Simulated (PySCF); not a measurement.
C₃H₈FNSi.
Cartesian coordinates in Å at the PBE0-D3(BJ)/def2-SVP level; atoms count from 1:
```
atom  x, y, z in Å
C1     2.3699   -0.5546   -0.3843
N2     1.5596   -0.6902    0.5733
Si3    0.5265    0.5789    1.1871
F4     0.9167    0.7795    2.7522
C5    -1.2463    0.0325    1.0550
C6    -1.7133   -0.1866   -0.3825
H7     2.5375    0.3948   -0.9404
H8     2.9803   -1.4096   -0.7319
H9     0.7877    1.8846    0.5018
H10   -1.3456   -0.8945    1.6453
H11   -1.8716    0.7875    1.5628
H12   -1.1164   -0.9653   -0.8829
H13   -1.6273    0.7322   -0.9850
H14   -2.7664   -0.5040   -0.4231
```

Level of theory: PySCF, PBE0-D3(BJ)/def2-SVP geometry optimisation, gas phase.

Masses are those of the commonest isotopes; rigid-rotor values at the optimised geometry. The values belong to one conformer with, in the numbering `[CH2:1]=[N:2][Si@H:3]([F:4])[CH2:5][CH3:6]`, C1–N2–Si3–F4 -121°, N2–Si3–C5–C6 -64°.

Problem. Give the principal moments of inertia and the rotational constants in GHz.

Solution. Ia = 161.31, Ib = 211.58, Ic = 340.86 u·Å²; 505379 MHz·u·Å²/I gives 3133, 2389 and 1483 MHz, that is A = 3.1330, B = 2.3885, C = 1.4827 GHz.

Problem. What kind of rotor is it?

Solution. An asymmetric top; Ray's κ = 0.098.

Problem. Is it planar, by Δ = Ic − Ia − Ib?

Solution. Not planar: Δ = Ic − Ia − Ib = -32.04 u·Å². For a rigid frame Δ = −2 Σ m c², so Σ m c² = 16.02 u·Å² lies off the ab plane: 8.48 from hydrogen and 7.54 from heavier atoms. The atom farthest from that plane is 1.80 Å away.

Problem. Give the other two planar moments, Paa and Pbb, and the rms extents of the mass along the axes.

Solution. Paa = Σ m a² = (Ib + Ic − Ia)/2 = 195.57 and Pbb = Σ m b² = (Ia + Ic − Ib)/2 = 145.29 u·Å². With the mass M = 105.04 u, the rms extents √(P/M) along a, b and c are 1.36, 1.18, 0.39 Å.

Problem. Which lines would a microwave search look for?

Solution. The dipole components are |μa| = 0.82 D, |μb| = 2.00 D, |μc| = 1.16 D. Intensities carry the squares of the components, which stand as 0.17 : 1.00 : 0.33 (a : b : c). Some of the stronger lines:

| type | branch | J(Ka,Kc) | MHz | lower level (cm⁻¹) |
| --- | --- | --- | --- | --- |
| c | Q | 3(2,2) ← 3(1,2) | 1297 | 0.891 |
| b | Q | 1(1,0) ← 1(0,1) | 1650 | 0.129 |
| a | Q | 3(2,1) ← 3(2,2) | 1853 | 0.935 |
| c | Q | 2(2,1) ← 2(1,1) | 2233 | 0.473 |
| a | Q | 2(1,1) ← 2(1,2) | 2718 | 0.382 |
| b | Q | 2(1,1) ← 2(0,2) | 3024 | 0.372 |
| c | Q | 3(3,1) ← 3(2,1) | 4379 | 0.996 |
| b | R | 1(1,1) ← 0(0,0) | 4616 | 0.000 |
| b | Q | 2(2,1) ← 2(1,2) | 4951 | 0.382 |
| b | Q | 3(1,2) ← 3(0,3) | 5346 | 0.713 |
| c | R | 1(1,0) ← 0(0,0) | 5522 | 0.000 |
| b | Q | 3(3,1) ← 3(2,2) | 6232 | 0.935 |
| a | R | 2(1,2) ← 1(1,1) | 6837 | 0.154 |
| a | R | 2(1,1) ← 1(1,0) | 8648 | 0.184 |
| b | R | 3(0,3) ← 2(1,2) | 9922 | 0.382 |
| c | R | 2(1,1) ← 1(0,1) | 10299 | 0.129 |
| b | R | 3(1,2) ← 2(2,1) | 10317 | 0.547 |
| c | R | 2(2,0) ← 1(1,0) | 11350 | 0.184 |
| a | R | 3(2,2) ← 2(2,1) | 11614 | 0.547 |
| c | R | 2(2,1) ← 1(1,1) | 11787 | 0.154 |
| b | R | 2(2,0) ← 1(1,1) | 12256 | 0.154 |
| a | R | 3(2,1) ← 2(2,0) | 12998 | 0.563 |
| c | R | 3(1,2) ← 2(0,2) | 15574 | 0.372 |
| c | R | 3(2,1) ← 2(1,1) | 15700 | 0.473 |
| b | R | 3(3,0) ← 2(2,1) | 18023 | 0.547 |

Problem. Estimate the classical rotational partition function at 50 K, 298.15 K and 500 K.

Solution. Point group C1, symmetry number σ = 1; q = (√π/σ)·√((kT/h)³/(ABC)), k/h = 20836.6 MHz/K: 17900 at 50 K, 261000 at 298.15 K, 566000 at 500 K.

Not checked by PBE0-D3(BJ)/def2-SVP frequencies. Zero-point vibration and centrifugal distortion are left out. A rigid rotor knows nothing of internal rotation, which can split or shift real lines. Quadrupole hyperfine structure (14N) is left out.
